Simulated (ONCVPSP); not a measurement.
**P (Z = 15), ONCV: configuration errors across variants**

* Element: P (Z = 15)
* Generator: ONCVPSP 4.0.1
* Type: optimised norm-conserving Vanderbilt (ONCV)
* Functional: PBE
* Relativity: scalar-relativistic
* Frozen core: [Ne]
* Valence charge: 5
* Reference configuration: 3s2 3p1 (charge +2)
* Partial waves: 3s: rc 1.65 bohr, ncon 4, nbas 7, qcut 3.3 1/bohr, 2 projectors, debl 3.7 Ha; 3p: rc 1.40 bohr, ncon 4, nbas 9, qcut 6.5 1/bohr, 2 projectors, debl 2.2 Ha
* Local potential: polynomial inside 1.10 bohr (lpopt 5, dvloc0 1 Ha)
* Core correction: Teter function, fcfact 5.25, rcfact 1.8

All-electron excitation energies from the reference (eV): (1) 3s2 3p3 -28.877; (2) 3s2 3p2 -19.147; (3) 3s2 3p0 29.739; (4) 3s1 3p4 -20.342.

1 further variants failed, have other tests or too few solved ones, and are left out.

Errors AE − PS in meV (a dash: test not solved or not reliable):

| change | (1) | (2) | (3) | (4) | bound ghosts | GHOST(+) flags above zero |
| --- | --- | --- | --- | --- | --- | --- |
| base | -96 | -37 | -87 | -91 | none | s |
| s: rc 1.3 | -96 | -37 | -88 | -91 | none | s |
| s: rc 1.46 | -95 | -37 | -88 | -90 | none | s |
| s: rc 1.54 | -97 | -38 | -88 | -92 | none | s |
| s: rc 1.72 | -95 | -37 | -86 | -91 | none | s |
| s: rc 1.98 | -89 | -34 | -80 | -85 | none | s |
| s: rc 2.12 | -83 | -32 | -75 | -78 | none | s |
| s: rc 2.28 | -72 | -28 | -67 | -62 | none | s |
| s: rc 2.42 | -61 | -24 | -60 | -46 | none | s |

**Question.** Give the same row for: s: rc 1.88.

**Answer.** -92, -36, -83, -88; bound ghosts: none; GHOST(+) flags above zero: s.
